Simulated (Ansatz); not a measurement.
Consider the atomization: `CCC[O][AlH2]` → Al• + 3 C• + 9 H• + O•.

Computed with Ansatz on PBE0-D4/def2-TZVP structures; ΔE is electronic, products minus reactants. CCSD(T)/CBS adds triple-zeta CCSD(T) − MP2 to the extrapolated MP2 energy (def2 sets, frozen cores). This one scheme is used for every species, atoms too. For atomizations the MP2-based limit and the directly extrapolated one differ by several kJ/mol either way, and by 10 to 25 for some Ge, Se and Sn compounds, so smaller differences from it don't rank the levels. DFT in def2-TZVPP. HSE06 is defined as in plane-wave codes. No spin–orbit coupling; open shells (•) take unrestricted orbitals. Spin–orbit coupling would lower the free atoms: a little for Al, C, O. Each species was taken in one conformer, which may not be the lowest.

CCSD(T)/CBS gives +5186.8 kJ/mol.

(1) Another level gave +5049.3 kJ/mol. Which?
A. CAM-B3LYP-D4/def2-TZVPP
B. revPBE/def2-TZVPP
C. HSE06-D4/def2-TZVPP
D. r2SCAN0-D4/def2-TZVPP

Largest T1 diagnostic among the species: 0.018.

Answers

(1) B. revPBE 5049.3, HSE06-D4 5177.3, CAM-B3LYP-D4 5210.4, r2SCAN0-D4 5131.8 kJ/mol.

From BLYP to BHLYP (50 % exact exchange), in def2-TZVPP and without D4, ΔE moves by −64.5 kJ/mol: exact exchange takes away binding that semilocal exchange gives to molecules. The D4 term adds +37.8 kJ/mol with B3LYP and +20.1 kJ/mol with PBE0; it sums over pairs of atoms, weighted by their polarisabilities, and B3LYP, whose exchange is more repulsive, gets the larger term.

B3LYP here is the variant with VWN-RPA as its local correlation; programs differ in this.
